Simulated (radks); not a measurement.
Q: The table gives one normalised radial function P(r) = r R(r) of Tc4+ in [Kr] 4d3 (r in bohr). All-electron calculation, scalar-relativistic Kohn-Sham, PBEsol, spin-polarised, spherical densities, point nucleus; open shells are filled with parallel spins first (spin-orbit coupling, left out, can overturn this in heavy ions). Program: a radial shooting solver on a logarithmic mesh with Libxc functionals.

r         P
0.002582   0.0030
0.003362   0.0048
0.004378   0.0078
0.005701   0.0124
0.007423   0.0198
0.009666   0.0313
0.01259    0.0488
0.01639    0.0749
0.02151    0.1134
0.02801    0.1642
0.03648    0.2273
0.0475     0.2960
0.06185    0.3529
0.08053    0.3679
0.1049     0.3021
0.1365     0.1255
0.1778    -0.1490
0.2315    -0.4340
0.3015    -0.5739
0.3925    -0.4237
0.5111     0.0289
0.6656     0.6018
0.8667     1.0048
1.128      1.0402
1.469      0.7589
1.913      0.3940
2.491      0.1402
3.244      0.0312
4.224      0.0038

Which n and l does it have? It may be an empty orbital.

A: n = 4, l = 1: the number of nodes gives n - l - 1 = 2, the rise at small r (about r^(l+1), flatter next to the nucleus through relativity) gives l, and the extent must fit the shell. The curve is that of 4p down; the table hardly tells the two spins apart. 4p down: eigenvalue -88.975 eV, 2 radial nodes at r = 0.155, 0.504 bohr, <r> = 1.14 bohr, 90 % of the charge inside 1.67 bohr.
